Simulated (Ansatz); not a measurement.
C2H3O, charge -1, singlet, at a GFN2-xTB geometry (a gas-phase anion, which may not be bound at this level). Base run: Ansatz (a quantum-chemistry and plane-wave program) with HF/6-31G*.

Ansatz was given this input:
Ansatz 0.2 input:
```yaml
crystal:
  periodic: [false, false, false]
  atoms:
    - {symbol: O, position_ang: [1.20222232, 0.35798886, 0.02041500]}
    - {symbol: C, position_ang: [-0.02392463, 0.67055660, -0.01272229]}
    - {symbol: C, position_ang: [-0.96955705, -0.66523219, -0.00962122]}
    - {symbol: H, position_ang: [-0.42231874, -1.62047315, 0.01999328]}
    - {symbol: H, position_ang: [-1.63707983, -0.62162665, 0.85936536]}
    - {symbol: H, position_ang: [-1.59748991, -0.65375760, -0.90861757]}
basis:
  gaussian:
    orbitals: 6-31G*
hamiltonian:
  xc: hf
total_charge: -1
```

The bond that is stretched is that between atoms 5 and 3. A test that says stable can miss a lower solution.

The base run was repeated with changes; each row names its change, and settings that it needs were set with it.

```tsv
change	ΔE vs base (mEh)	<S^2>	stability test says
base	0.000	0.000	minimum (restricted orbitals)
spin_polarized = on; lower_state_search = off	0.000	0.000	undecided (no full test)
spin_polarized = on; lower_state_search = standard	0.000	0.000	minimum
bond × 1.25	28.926	0.000	minimum (restricted orbitals)
spin_polarized = on; lower_state_search = off; bond × 1.25	28.926	0.000	undecided (no full test)
spin_polarized = on; lower_state_search = standard; bond × 1.25	28.926	0.000	minimum
bond × 1.5	75.529	0.000	minimum (restricted orbitals)
spin_polarized = on; lower_state_search = off; bond × 1.5	75.529	0.000	undecided (no full test)
spin_polarized = on; lower_state_search = standard; bond × 1.5	75.385	0.115	minimum
bond × 1.8	126.3	0.000	minimum (restricted orbitals)
spin_polarized = on; lower_state_search = off; bond × 1.8	126.3	0.000	undecided (no full test)
spin_polarized = on; lower_state_search = standard; bond × 1.8	109.4	0.823	minimum
bond × 2.2	177.5	0.000	minimum (restricted orbitals)
spin_polarized = on; lower_state_search = off; bond × 2.2	177.5	0.000	undecided (no full test)
spin_polarized = on; lower_state_search = standard; bond × 2.2	124.4	1.130	minimum
bond × 3.0	232.4	0.000	minimum (restricted orbitals)
spin_polarized = on; lower_state_search = off; bond × 3.0	232.4	0.000	undecided (no full test)
spin_polarized = on; lower_state_search = standard; bond × 3.0	130.3	1.244	minimum
```

A gas-phase anion may not be bound at this level; its values then depend on the basis.

Where a bond breaks into two radicals, a solution with restricted orbitals usually stops being the lowest and lies too high; an unrestricted one lies lower at the price of spin contamination, which <S^2> shows.
